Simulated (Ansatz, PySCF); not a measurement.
Molecule: sum formula HSiOCl$_{2}$, net charge 0, doublet state. It need not be the lowest isomer of its formula. 
Coordinates optimised at B3LYP-D3(BJ)/def2-TZVP (Ansatz, a first-principles code):
SMILES: O[Si](Cl)Cl
```xyz
5

Si     0.3021     0.4755    -0.2037
Cl    -0.0335    -1.2234    -1.3511
Cl    -1.1680     0.6806     1.2223
O      1.7162     0.3283     0.6117
H      2.4671    -0.0568     0.1476
```
Charge 0, spin multiplicity 2.

Total electronic energies in hartree. Valence correlation only, unless marked. Open shells are spin-unrestricted. No spin-orbit coupling. Non-relativistic. CBS marks a two-point X^-3 extrapolation of the correlation energy; Hartree-Fock from the larger set. The bracket is a focal-point correction in the basis named.

```csv
level,program,energy (Eh)
BLYP-D3(BJ)/def2-TZVPD,Ansatz + dftd3,-1285.89625
revPBE-D4/def2-TZVPD,Ansatz + dftd4,-1285.66127
PBE0/def2-TZVPD,Ansatz,-1285.39851
BHLYP-D4/def2-TZVPD,Ansatz + dftd4,-1285.87185
TPSSh-D4/def2-TZVPD,PySCF + dftd4,-1285.94850
r2SCAN0-D4/def2-TZVPD,Ansatz + dftd4,___
HSE06-D4/def2-TZVPD,Ansatz + dftd4,-1285.37820
CAM-B3LYP-D3(BJ)/def2-TZVPD,Ansatz + dftd3,-1285.91565
wB97M-V/def2-TZVPD,Ansatz,___
wB97X-V/def2-TZVPD,Ansatz,-1285.68680
MP2/cc-pV(D+d)Z,Ansatz,-1284.04268
CCSD(T)/cc-pVTZ,Ansatz,-1284.35701
CCSD(T)/cc-pV(Q+d)Z,Ansatz,-1284.45127
"RI-MP2/CBS(cc-pV(T+d)Z,cc-pV(Q+d)Z)+[CCSD(T)-MP2]/cc-pV(Q+d)Z",Ansatz,-1284.4998
"CCSD(T)/CBS(cc-pV(T+d)Z,cc-pV(Q+d)Z)",Ansatz,-1284.5004
```

Fill in the missing entries.


- r2SCAN0-D4/def2-TZVPD, energy (Eh): -1285.76177
- wB97M-V/def2-TZVPD, energy (Eh): -1285.81717
